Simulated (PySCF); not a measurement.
Radial density of Os⁶⁷⁺ (osmium, charge +67)

UHF, [He] 2s2 2p5, 2P determinant. Calculation: PySCF 2.14, in an even-tempered Gaussian basis (17 s from 46 bohr⁻², ratio 2.2; 10 p from 59 bohr⁻², ratio 2.2; 5 d from 230 bohr⁻², ratio 2.4; 5 f from 350 bohr⁻², ratio 2.4; 4 g from 520 bohr⁻², ratio 2.4); no relativity, point nucleus.

| r (bohr) | 4πr²ρ (e/bohr) | 4πr²(ρα − ρβ) |
| --- | --- | --- |
| 0.000344 | 0.4349 | 0.0000 |
| 0.000579 | 1.187 | 0.0000 |
| 0.000974 | 3.164 | 0.0001 |
| 0.00164 | 8.092 | 0.0005 |
| 0.00276 | 19.32 | 0.0042 |
| 0.00464 | 41.09 | 0.0291 |
| 0.00780 | 72.14 | 0.1836 |
| 0.0131 | 93.04 | 0.9872 |
| 0.0221 | 81.08 | 4.0614 |
| 0.0371 | 76.09 | 10.7353 |
| 0.0624 | 94.96 | 13.6014 |
| 0.105 | 41.31 | 5.0429 |
| 0.177 | 2.187 | 0.2385 |
| 0.297 | 0.004325 | 0.0004 |

A non-relativistic calculation at this Z misses sizeable relativistic shifts. Spin-orbit coupling, absent here, splits the open shell strongly.
